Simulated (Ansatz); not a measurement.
Ansatz (an electronic-structure program) input (BLYP/def2-TZVPD):

Ansatz 0.2 input:
```yaml
crystal:
  periodic: [false, false, false]
  atoms:
    - {symbol: Zr, position_ang: [-0.09573801, 0.03354969, -0.03261919]}
    - {symbol: H, position_ang: [0.95030678, -1.63859582, 0.84046550]}
    - {symbol: H, position_ang: [0.40174745, 1.24419308, 1.20885244]}
    - {symbol: H, position_ang: [1.52904508, -1.12090935, 0.75251261]}
    - {symbol: H, position_ang: [0.94842125, 0.17332455, -1.49706292]}
basis:
  gaussian:
    orbitals: def2-TZVPD
hamiltonian:
  xc: {name: BLYP}
total_charge: 1
magnetization: {spin_polarized: true, initial_magnetization: 1}
output: {forces: true}
```

End of the output:

```
integrals: 0.01 GiB planned
525 factors; their error is unknown
mean field: 0.20 GiB planned
mean field evaluation 1: about -1331.2369 eV, gradient 2.0e1 eV
mean field evaluation 2: about -1330.3452 eV, gradient 2.3e1 eV
mean field evaluation 4: about -1333.8771 eV, gradient 2.4e0 eV
mean field evaluation 8: about -1333.9150 eV, gradient 4.3e-2 eV
mean field evaluation 16: about -1333.9040 eV, gradient 2.5e-4 eV
mean field evaluation 32: about -1333.3485 eV, gradient 9.8e-6 eV
mean field -1333.90403123 eV, -49.0200689951 hartree, gradient 2.9e-5 eV, S^2 0.752234; 5 other end points of the search recorded, 0 dependent functions left out
the calculation of the forces begins
reference -1333.90433286 eV, -49.0200800797 hartree; 8, 7 occupied and 68, 69 virtual orbitals, 525 factors
Total energy: -1333.90433286 eV, -49.0200800797 hartree
Atom 0 at    -0.095738     0.033550    -0.032619 Å, force    -0.109782    -0.118662     0.024781 eV/Å
Atom 1 at     0.950307    -1.638596     0.840465 Å, force    -0.184749    -0.166285     0.028483 eV/Å
Atom 2 at     0.401747     1.244193     1.208852 Å, force     0.044429     0.089708     0.055463 eV/Å
Atom 3 at     1.529045    -1.120909     0.752513 Å, force     0.178008     0.159726    -0.027249 eV/Å
Atom 4 at     0.948421     0.173325    -1.497063 Å, force     0.072095     0.035513    -0.081479 eV/Å
Dipole moment:    -0.469821    -0.409010     0.066949 e Å
```

The spin state was set by rule; other spins were not relaxed.
